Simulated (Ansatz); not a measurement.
Cartesian coordinates in Å:
```
F -1.123 0.129 -1.677
C -0.740 -0.779 -0.791
F 0.225 -1.518 -1.317
F -1.772 -1.562 -0.506
C -0.259 -0.099 0.518
F 0.082 -1.061 1.382
F -1.281 0.603 1.018
C 0.952 0.860 0.367
F 1.246 1.361 1.559
F 0.661 1.856 -0.456
F 2.009 0.210 -0.097
```

Charge 0, multiplicity 1.

**Question.** List the ωB97M-V/def2-TZVPP orbital energies in eV (the Gaussian-basis code of Ansatz). (An estimate is asked.)

**Answer.** The calculation gave: Occupied: -679.56, -679.56, -679.56, -679.56, -679.51, -679.51, -679.51, -679.51, -289.46, -289.46, -287.89, -40.89, -40.63, -39.58, -38.40, -38.21, -38.18, -38.17, -37.93, -26.24, -24.08, -22.51, -21.32, -20.99, -20.80, -20.39, -20.13, -20.10, -19.35, -17.46, -17.14, -17.10, -16.83, -16.80, -16.71, -16.36, -16.19, -16.04, -15.55, -15.52, -15.49, -15.22, -15.14, -14.86, -13.20. Lowest empty: 3.40, 3.46, 4.26, 5.22, 6.26, 6.26, 6.44, 7.06.
